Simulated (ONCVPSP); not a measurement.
Before and after: ONCV potential for tantalum (Ta)

- Element: tantalum
- Generator: ONCVPSP 4.0.1
- Type: optimised norm-conserving Vanderbilt (ONCV)
- Functional: PBE
- Relativity: scalar-relativistic
- Frozen core: [Kr] 4d10 4f14
- Valence charge: 13
- Reference configuration: 5s2 5p6 5d3 6s2
- Partial waves: 5s+6s: rc 2.00 bohr, ncon 5, nbas 10, qcut 7.3 1/bohr, 2 projectors; 5p: rc 1.55 bohr, ncon 4, nbas 7, qcut 11.1 1/bohr, 2 projectors, debl 1.9 Ha; 5d: rc 2.65 bohr, ncon 4, nbas 9, qcut 6.9 1/bohr, 1 projector
- Local potential: polynomial inside 1.35 bohr (lpopt 5, dvloc0 0 Ha)
- Core correction: none

Change: s: qcut 4.7.

Cutoffs: the cutoffs (Ha) at which the residual kinetic energy of the hardest occupied pseudo-wave falls to 1 and 0.1 mHa per electron; they do not see the model core or the augmentation charge, which bear on the density cutoff. Errors are all-electron minus pseudo energies relative to the spin-unpolarised reference configuration.

Task: What does the change do?

Result: The potential gets neither clearly harder nor softer (35 Ha and 43 Ha → 35 Ha and 47 Ha); the p channel sets the loose cutoff, while the largest relative change is in s, which becomes softer; of the 4 tests that both files solve, the error grows in 1 and shrinks in 2 by more than 15 % and 0.3 meV (median size 4.4 → 2.2 meV); the range in which the s phases agree narrows (upper end 5.0 → 3.3); neither file shows a bound ghost.

| quantity | base | changed |
| --- | --- | --- |
| cutoff, loose | 35 Ha | 35 Ha |
| cutoff, tight | 43 Ha | 47 Ha |
| loose cutoff by channel | s 18 Ha, p 35 Ha, d 13 Ha | s 9.3 Ha, p 35 Ha, d 13 Ha |
| bound ghosts | none | none |
| GHOST(+) flags under 300 eV | s at 160.1 eV | s at 104.6 eV |
| error for 5s2 5p6 5d3 6s1, meV [ΔE 8.47 eV] | -1.0 | -1.9 |
| error for 5s2 5p6 5d3 6s0, meV [ΔE 23.44 eV] | +7.8 | +2.5 |
| error for 5s2 5p6 5d2 6s0, meV [ΔE 47.04 eV] | +8.1 | +4.0 |
| error for 5s2 5p6 5d3 6s1.5, meV [ΔE 3.46 eV] | -0.9 | -1.1 |
| s: phases at 2.03 bohr within 0.05 rad from the reference energy up to (Ha; the scan ends near 5) | 5.0 | 3.3 |
| p: phases at 1.58 bohr within 0.05 rad from the reference energy up to (Ha; the scan ends near 5) | to the end of the scan | to the end of the scan |
| d: phases at 2.69 bohr within 0.05 rad from the reference energy up to (Ha; the scan ends near 5) | 4.3 | 4.3 |
